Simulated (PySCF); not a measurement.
Telling isomers of C4H8N2O2Si apart by NMR

No relativistic terms, gas phase, averaged over atoms made equivalent by symmetry, fast rotation or ring inversion, one conformer. Geometry: GFN2-xTB; PBE0/pcSseg-1 with gauge-including orbitals; PySCF 2.14.

Referencing at the same level of theory: TMS for 1H and 13C. Where no couplings were computed, multiplicities follow the n + 1 count of equivalent neighbours, and m marks all less simple cases (inequivalent or close neighbours, rings, F or P nearby). Shifts are as computed. Against solution values, carbons near 30 ppm lie about +3 ppm off and those near 130 ppm about +5 ppm (rms about the fit 2.1 ppm; single classes can miss by 10 ppm). Of 1328 compounds with measured shifts, 309 miss one by over three times the rms of a fit or turn the order of signals round; such compounds aren't used in these exercises. Signals without a measured value on file couldn't be tested in this way; 1H shifts scatter by 0.2 ppm about their fit, and single ones miss by 0.5 ppm. OH and NH positions are gas-phase values without hydrogen bonding to other molecules.

(1) Tabulate the signals of `CCc1nc(O[SiH3])no1`, `CO[Si@H](O)n1cccn1` and their relative energies.

(2) What is the quickest way to tell CCc1nc(O[SiH3])no1 from CO[Si@H](O)n1cccn1?

## Answers

(1) 
| SMILES | carbon types | δC | δH | E rel. (kcal/mol) |
| --- | --- | --- | --- | --- |
| CCc1nc(O[SiH3])no1 | 2×C 1×CH2 1×CH3 | 188.0, 177.3, 25.6, 16.1 | 5.10 (s, 3H), 2.96 (q, 2H), 1.40 (t, 3H) | 58.0 |
| CO[Si@H](O)n1cccn1 | 3×CH 1×CH3 | 146.9, 137.2, 112.4, 52.1 | 7.80 (m, 1H), 7.65 (m, 1H), 6.57 (m, 1H), 5.18 (s, 1H), 4.15 (s, 3H), 3.85 (br s, 1H) | 0.0 |

Energies are electronic energies at PBE0/pcSseg-1 on these geometries, without zero-point or thermal terms, each for the one conformer computed, which needn't be the lowest.

(2) Both give the same number of carbon signals, but DEPT or the intensities differ. The first has a substituted aromatic carbon next to the ring oxygen (C) at 188.0 ppm, the second an aromatic CH next to a ring nitrogen at 146.9 ppm. In the proton spectra the most deshielded non-exchanging signals are 5.10 (s, 3H) and 7.80 (m, 1H).
